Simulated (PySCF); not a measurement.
Two species compared at the same levels of theory.

First species: C6H8ClNSi.
Numbering: `[CH:1]#[C:2][SiH2:3][C@H:4]([CH2:5][Cl:6])[CH2:7][C:8]#[N:9]` (hydrogens: H10 on C1; H11, H12 on Si3; H13 on C4; H14, H15 on C5; H16, H17 on C7)

Second species: C4H8F2O2Si.
InChI=1S/C4H8F2O2Si/c1-3(7-2-9)8-4(5)6/h4H,1-2H2,9H3

Levels: PBE0/pcSseg-1 for dipole moment, HOMO energy, LUMO energy and HOMO–LUMO gap; GFN2-xTB for rotational constant A and rotational constant C. Geometries: GFN2-xTB. All species are isolated and taken at one optimised geometry, non-relativistic unless stated. Electronic properties by PySCF.

Dipoles, sizes and rotational constants follow the conformer. The torsions of the flexible species, by atom-mapped SMILES:
- `[CH:1]#[C:2][SiH2:3][C@H:4]([CH2:5][Cl:6])[CH2:7][C:8]#[N:9]`: C2–Si3–C4–C5 -65°, Si3–C4–C5–Cl6 172°, Si3–C4–C7–C8 59°
- `[CH2:1]=[C:2]([O:3][CH2:4][SiH3:5])[O:6][CH:7]([F:8])[F:9]`: C1–C2–O3–C4 -3°, C2–O3–C4–Si5 180°, C1–C2–O6–C7 -176°, C2–O6–C7–F8 162°

Values for the first species:

* Dipole moment: 3.83 D
* HOMO energy: -8.50 eV
* LUMO energy: -0.53 eV
* HOMO–LUMO gap: 7.97 eV
* Rotational constant A: 1.272 GHz
* Rotational constant C: 0.548 GHz

**Question.** Estimate the same properties for the second species, and the change in each.

**Answer.** 
```
             property      first     second  second less first
        dipole moment     3.83 D     3.93 D            +0.10 D
          HOMO energy   -8.50 eV   -6.92 eV           +1.58 eV
          LUMO energy   -0.53 eV    0.37 eV           +0.90 eV
        HOMO–LUMO gap    7.97 eV    7.29 eV           -0.68 eV
rotational constant A  1.272 GHz  2.039 GHz         +0.767 GHz
rotational constant C  0.548 GHz  0.586 GHz         +0.038 GHz
```

On the first: A dipole of 3.83 D is allowed in C1, and pure rotational transitions are dipole-allowed. In atomic units the dipole is 1.51 e·bohr (1 au = 2.5417 D).

On the second: The dipole equals about 13.1 × 10⁻³⁰ C·m (1 D = 3.33564 × 10⁻³⁰ C·m). A dipole of 3.93 D is allowed in C1, and pure rotational transitions are dipole-allowed.
